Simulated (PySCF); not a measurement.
## Correlation energy of Zr⁺ (zirconium, charge +1)

[Kr] 4d2 5s1, high-spin 4F determinant. All numbers are calculated (PySCF 2.14, scalar relativity through the core potential, in def2-TZVPPD with the def2 core potential (28 electrons) (6s4p3d2f1g, 56 functions)). Frozen: nothing; 11 electrons correlated.

MP2 pair energies summed by pair of shells (mhartree):

```
 pair  energy  share (%)
4p-4p  -98.83       46.1
4p-4d  -52.95       24.7
4s-4p  -23.79       11.1
4p-5s  -17.19        8.0
4d-5s   -7.99        3.7
4s-4s   -4.84        2.3
4s-4d   -4.76        2.2
4d-4d   -3.44        1.6
4s-5s   -0.72        0.3
```

Total MP2 correlation energy: -214.50 mhartree.

Same-spin part -68.41 and opposite-spin part -146.10 mhartree; SCS-MP2 scales them by 1/3 and 6/5 to -198.12 mhartree.

The basis has no tight functions for the innermost shells, so their pair energies are far from complete.

This basis was not built for core-valence correlation, so the inner-shell part is incomplete.
